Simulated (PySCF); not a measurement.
PySCF input for Si(H)(Cl) anion (ClHSi), SMILES [SiH]Cl (connectivity only; charge and spin as stated), charge -1, multiplicity 2, SMD-ωB97X/def2-SVPD. Geometry optimised at PBE-D3(BJ)/def2-TZVPD. The spin state was assumed, not searched. The isomer is the one that the SMILES or the coordinates give; other isomers of the formula were not compared.

```python
import numpy as np
from pyscf import gto, scf, dft
from pyscf.solvent import smd

mol = gto.M(
    atom='''
    Si    0.11085682    1.19782866    0.00000000
    H    -1.44248737    1.36976751    0.00000000
    Cl   -0.00644166   -1.06702169    0.00000000
    ''',
    basis='def2-SVPD',
    charge=-1,
    spin=1,
    max_memory=1600,
    verbose=3,
)
mf = dft.UKS(mol, xc='wb97x').density_fit(auxbasis='def2-universal-jkfit')
mf.grids.level = 3
mf.conv_tol = 1e-9
mf.max_cycle = 100
mf.kernel()
fine, coarse = mf.grids, dft.Grids(mol).set(level=1).build(with_non0tab=True)
for _ in range(3):  # follow internal instabilities
    mf.grids = coarse
    mo, _, stable, _ = mf.stability(return_status=True, nroots=4)
    mf.grids = fine
    if stable:
        break
    mf.kernel(mf.make_rdm1(mo, mf.mo_occ))
res = {}
for name in ['water', 'N,N-dimethylformamide', 'dimethylsulfoxide']:
    s = mf.SMD()
    s.with_solvent.solvent, s.with_solvent.sasa_ng = name, 302
    s.kernel(mf.make_rdm1())
    res[name] = (s.e_tot, s.with_solvent.get_cds(), s.dip_moment(), s.mo_energy, s.converged)
    print(f'SMD {name}: dG(solv) = {(s.e_tot - mf.e_tot) * 627.509474:.3f} kcal/mol, of which CDS {res[name][1] * 627.509474:.3f}')
```

It prints:

```

WARN: HOMO -0.0961201816941162 >= LUMO -0.0961201816941171

converged SCF energy = -750.084440649574  <S^2> = 0.75745344  2S+1 = 2.0074396
<class 'pyscf.df.df_jk.DFUKS'> wavefunction is stable in the internal stability analysis
converged SCF energy = -750.168219967793  <S^2> = 0.7573295  2S+1 = 2.0073161

WARN: System has nonzero charge -1; the dipole moment is origin-dependent.
Location of origin: [0. 0. 0.]

Dipole moment(X, Y, Z, Debye): -0.33730, -1.83517,  0.00000
SMD water: dG(solv) = -52.572 kcal/mol, of which CDS 0.976
converged SCF energy = -750.170033412643  <S^2> = 0.75733036  2S+1 = 2.007317

WARN: System has nonzero charge -1; the dipole moment is origin-dependent.
Location of origin: [0. 0. 0.]

Dipole moment(X, Y, Z, Debye): -0.33528, -1.83451,  0.00000
SMD N,N-dimethylformamide: dG(solv) = -53.710 kcal/mol, of which CDS -0.938
converged SCF energy = -750.169943049292  <S^2> = 0.75733002  2S+1 = 2.0073166

WARN: System has nonzero charge -1; the dipole moment is origin-dependent.
Location of origin: [0. 0. 0.]

Dipole moment(X, Y, Z, Debye): -0.33606, -1.83477,  0.00000
SMD dimethylsulfoxide: dG(solv) = -53.654 kcal/mol, of which CDS -0.578
```

Self-consistency was reached.
